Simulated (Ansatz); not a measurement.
Species: C₃H₁₀Si, SMILES `C[SiH](C)C` (charge 0, multiplicity 1).

**Question.** Give a relaxed geometry from B3LYP-D3(BJ)/def2-TZVP run with Ansatz (a quantum-chemistry and plane-wave program).

**Answer.** the end point of this relaxation (outside a Z-matrix the atoms follow the SMILES, hydrogens last).
Bonded distances (Å): C1–Si2 1.878, C1–H5 1.092, C1–H6 1.093, C1–H7 1.092, Si2–C3 1.878, Si2–C4 1.878, Si2–H8 1.489, C3–H9 1.092, C3–H10 1.093, C3–H11 1.092, C4–H12 1.092, C4–H13 1.092, C4–H14 1.093. Bond angles (°): Si2–C1–H5 111.2, Si2–C1–H6 110.8, Si2–C1–H7 111.2, H5–C1–H6 107.8, H5–C1–H7 107.8, H6–C1–H7 107.8, C1–Si2–C3 110.2, C1–Si2–C4 110.2, C1–Si2–H8 108.7, C3–Si2–C4 110.2, C3–Si2–H8 108.7, C4–Si2–H8 108.7, Si2–C3–H9 111.2, Si2–C3–H10 110.8, Si2–C3–H11 111.2, H9–C3–H10 107.8, H9–C3–H11 107.8, H10–C3–H11 107.8, Si2–C4–H12 111.2, Si2–C4–H13 111.2, Si2–C4–H14 110.8, H12–C4–H13 107.8, H12–C4–H14 107.8, H13–C4–H14 107.8.
